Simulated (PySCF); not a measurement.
Compound: CH10O2Si3.
SMILES with atom numbers: `[OH:1][Si@H:2]([CH2:3][SiH3:4])[O:5][SiH3:6]` (hydrogens: H7 on O1; H8 on Si2; H9, H10 on C3; H11, H12, H13 on Si4; H14, H15, H16 on Si6)

Method: core-valence-separated Tamm–Dancoff BHandHLYP/aug-pcX-1 (pcseg-1 on H, def2-SVPD on Si) in PySCF, non-relativistic, gas phase, PBE0-D3(BJ)/def2-SVP geometry. No empirical shift is added; at this level the pattern usually sits a few eV under experiment.

Task: Give energies, oscillator strengths and core holes at the C K edge.

Result: 
```tsv
E (eV)	f	core hole on	main final orbital
285.03	0.0055	C3	LUMO (60 %)
285.63	0.0320	C3	spread
285.78	0.0203	C3	spread
286.06	0.0139	C3	LUMO+1 (34 %)
286.20	0.0012	C3	LUMO+2 (57 %)
286.45	0.0003	C3	LUMO+5 (49 %)
286.75	0.0056	C3	spread
```

The first line with a tenth or more of the strongest one's intensity is at 285.03 eV (f = 0.006), with the hole on C3 (sp3 carbon bound to silicon). The strongest listed is at 285.63 eV (f = 0.032; C3).

Task: What does the O 1s absorption edge look like?

Result: 
```json
{"E (eV)": "531.98", "f": "0.0181", "core hole on": "O1", "main final orbital": "LUMO (36 %)"}
{"E (eV)": "532.44", "f": "0.0041", "core hole on": "O5", "main final orbital": "LUMO+2 (42 %)"}
{"E (eV)": "533.44", "f": "0.0163", "core hole on": "O5", "main final orbital": "spread"}
{"E (eV)": "533.77", "f": "0.0145", "core hole on": "O1", "main final orbital": "LUMO+2 (38 %)"}
{"E (eV)": "533.97", "f": "0.0081", "core hole on": "O5", "main final orbital": "LUMO+3 (37 %)"}
{"E (eV)": "534.11", "f": "0.0151", "core hole on": "O5", "main final orbital": "spread"}
{"E (eV)": "534.35", "f": "0.0048", "core hole on": "O5", "main final orbital": "spread"}
{"E (eV)": "534.39", "f": "0.0024", "core hole on": "O1", "main final orbital": "LUMO (39 %)"}
{"E (eV)": "534.47", "f": "0.0254", "core hole on": "O1", "main final orbital": "spread"}
{"E (eV)": "534.49", "f": "0.0085", "core hole on": "O5", "main final orbital": "LUMO+5 (41 %)"}
{"E (eV)": "534.72", "f": "0.0146", "core hole on": "O1", "main final orbital": "spread"}
```

The first line with a tenth or more of the strongest one's intensity is at 531.98 eV (f = 0.018), with the hole on O1 (silanol oxygen). The strongest listed is at 534.47 eV (f = 0.025; O1).

Roots within 0.03 eV whose holes lie on the same, on equivalent or on shared atoms are summed into one line, and the highest roots are left out, as the search may have cut off their partners. Final orbitals are the ground state's empty Kohn–Sham orbitals.

Task: What length of transition dipole belongs to the line at 286.06 eV?

Result: From f = (2/3) ΔE |μ|² in atomic units, with ΔE = 10.512 Eh and f = 0.0139: |μ| = 0.045 au = 0.11 D.

The list ends where the root search ended, not at a threshold.

The values belong to the conformer `[OH:1][Si@H:2]([CH2:3][SiH3:4])[O:5][SiH3:6]`: O1–Si2–C3–Si4 -65°, O1–Si2–O5–Si6 141°, H–O1–Si2–C3 55°.
